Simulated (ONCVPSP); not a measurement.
# Varying the ONCV potential for N (Z = 7)

Base potential:

- Element: N
- Generator: ONCVPSP 4.0.1
- Type: optimised norm-conserving Vanderbilt (ONCV)
- Functional: BLYP
- Relativity: scalar-relativistic
- Frozen core: [He]
- Valence charge: 5
- Reference configuration: 2s2 2p3
- Partial waves: 2s: rc 1.10 bohr, ncon 3, nbas 6, qcut 4.6 1/bohr, 3 projectors, debl 3.4 Ha; 2p: rc 1.65 bohr, ncon 3, nbas 6, qcut 8.9 1/bohr, 2 projectors, debl 3.2 Ha
- Local potential: polynomial inside 1.05 bohr (lpopt 2, dvloc0 3 Ha)
- Core correction: Teter function, fcfact 2.5, rcfact 1.05

All-electron outer shells of the reference configuration (BLYP, scalar-relativistic, ld1.x):

```tsv
shell	level (eV)	outermost node (bohr)	outermost maximum (bohr)
1s	-385.37	–	0.15
2s	-18.45	0.32	1.00
2p	-7.06	–	0.97
```

Cutoffs, loose and tight: the cutoffs (Ha) at which the residual kinetic energy of the hardest occupied pseudo-wave falls to 1 and 0.1 mHa per electron. They do not see the model core or the augmentation charge, which bear on the density cutoff. Test errors are all-electron minus pseudo excitation energies from the reference, over the configurations 2s2 2p2; 2s2 2p1; 2s2 2p0; 2s1 2p4. A dash means not determined; rows that change the core or the reference have their own tests.

| change | outcome | bound ghosts | GHOST(+) flags above zero | largest test error (meV) |
| --- | --- | --- | --- | --- |
| base | generated | none | none | +977 |
| core correction Teter function, fcfact 2.5, rcfact 0.96 | generated | none | none | +980 |
| core correction Teter function, fcfact 2.5, rcfact 1.06 | generated | none | none | +974 |
| core correction Teter function, fcfact 2.5, rcfact 1.22 | generated | none | none | +963 |
| core correction Teter function, fcfact 2.5, rcfact 1.4 | generated | none | none | +936 |
| core correction Teter function, fcfact 2.5, rcfact 1.46 | generated | none | none | +922 |
| core correction Teter function, fcfact 2.5, rcfact 1.62 | generated | none | none | +882 |
| core correction Teter function, fcfact 2.5, rcfact 1.76 | generated | none | none | +838 |
| core correction Teter function, fcfact 2.5, rcfact 1.88 | generated | none | none | +795 |
| core correction Teter function, fcfact 2.5, rcfact 2.04 | generated | none | none | +724 |

Reading the sweep of the rcfact (base included, trends over the rows without a ghost): The median size of the test errors (rows with all tests solved) falls from 130.8 meV at 0.96 to 103.0 meV at 2.04.
